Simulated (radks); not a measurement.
All-electron calculation, scalar-relativistic Kohn-Sham, LB94 model potential, spin-polarised, spherical densities, finite nucleus; open shells are filled with parallel spins first; Fermi nuclear charge, rms radius of each element as measured or else 0.836 A^(1/3) + 0.57 fm. Program: a radial shooting solver on a logarithmic mesh with Libxc functionals. Response by self-consistent Sternheimer equations with the Hartree and adiabatic LDA kernel, the relativistic mass of each level held fixed and spin-orbit coupling left out. For heavy and open-shell atoms this level of theory can miss by tens of per cent. Rank Co, Ga4+, Se7+, Cu2+, As6+, Ge5+, Br8+, Zn3+, Ni+ (NIST ground configurations) by static dipole polarisability, largest first.

Answer. Co 39.65, Ni+ 6.576, Cu2+ 2.768, Zn3+ 1.466, Ga4+ 0.8874, Ge5+ 0.5862, As6+ 0.4113, Se7+ 0.3016, Br8+ 0.2286 bohr^3.
